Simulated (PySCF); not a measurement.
Method: B3LYP-D3(BJ)/def2-TZVP // PBE0-D4/def2-TZVP in PySCF. Isolated molecules, 0 K electronic values unless said otherwise. B3LYP has the VWN-RPA correlation part, as in Gaussian. Excitations are Tamm–Dancoff values on a coarser integration grid. The basis has no diffuse functions, so Rydberg states are missing or too high.

Reference species (SMILES): `[F][Ga]([F])[F]` (neutral, multiplicity 1).

```yaml
S1 excitation (TDA): 7.22 eV
HOMO–LUMO gap: 8.68 eV
T1 excitation (TDA): 6.86 eV
HOMO: -11.47 eV
```

Changed species: `[Br][Ga]([Br])[Br]` (3 of 3 F replaced by Br; the reference has 0 of 3 F replaced by Br).

Problem. Predict the effect on the S1 excitation (TDA), HOMO–LUMO gap, T1 excitation (TDA) and HOMO.

Solution. the S1 excitation (TDA) falls by 2.32 eV, to 4.90 eV; the HOMO–LUMO gap drops by 2.79 eV, to 5.89 eV; the T1 excitation (TDA) decreases by 2.29 eV, to 4.57 eV; the HOMO goes up by 3.05 eV, to -8.42 eV.
